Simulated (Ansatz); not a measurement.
Program: Ansatz 0.2.0.

A structure relaxed at PBE0-D4/def2-TZVP, charge 0, multiplicity 1:

```xyz
15

C    -0.865    1.221    1.255
Ti   -0.108    0.143   -0.338
C     1.948    0.087   -0.137
C    -0.817   -1.793   -0.195
O    -0.578    0.865   -1.885
H    -0.508    0.767    2.187
H    -0.535    2.264    1.224
H    -1.960    1.200    1.252
H     2.371    1.097   -0.142
H     2.195   -0.391    0.819
H     2.407   -0.489   -0.947
H    -0.545   -2.201    0.786
H    -0.376   -2.424   -0.974
H    -1.907   -1.820   -0.300
H    -0.721    1.473   -2.604
```

(1) Give its formula and SMILES.

(2) Point group (tolerance 0.08 Å, 0.16 Å for H)?

(3) Summarise the bond lengths by kind.

Answers

(1) C3H10OTi, `[CH3][Ti]([CH3])([CH3])[OH]`.

(2) Cs.

(3) 3 × C–Ti 2.066 to 2.067 Å; 9 × C–H 1.095 to 1.097 Å; 1 × O–Ti 1.770 Å; 1 × H–O 0.953 Å.
